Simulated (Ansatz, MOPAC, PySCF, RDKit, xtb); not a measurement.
Pair of molecules: NH3 (SMILES N) (first 4 atoms) with CHN (SMILES C#N); geometry from B3LYP-D3(BJ)/def2-TZVP, rigid monomers moved along the line of their centres of mass till N1···H7 is 1.86 Å.
(charge 0, multiplicity 1):
```xyz
7

N     -0.3143     0.0262     0.0127
H     -1.1880     0.4366    -0.2992
H      0.4363     0.5891    -0.3731
H     -0.2471    -0.8937    -0.4094
C     -0.1664    -0.1080     2.9572
N     -0.1103    -0.1589     4.1024
H     -0.2198    -0.0597     1.8733
```

Interaction energies are E(AB) − E(A) − E(B) at the monomers' geometry in the complex; basis-set methods are counterpoise corrected.

The state that AM1 reach isn't checked.

Codes used: Ansatz (Gaussian orbitals); MOPAC for AM1 (differences of heats of formation); PySCF for the dispersion terms; RDKit for the force fields; xtb for the GFN methods. Values without a source in brackets are computed.

Question: One of these levels gives -19.1 kJ/mol for the interaction energy. Which one is it?
A. MMFF94
B. GFN2-xTB
C. AM1
D. PBE-D3(BJ)/def2-TZVPPD

Answer: B, GFN2-xTB. The others give 26.0 (MMFF94), -3.3 (AM1), -27.9 (PBE-D3(BJ)/def2-TZVPPD)

Ansatz is a quantum-chemistry and plane-wave program.
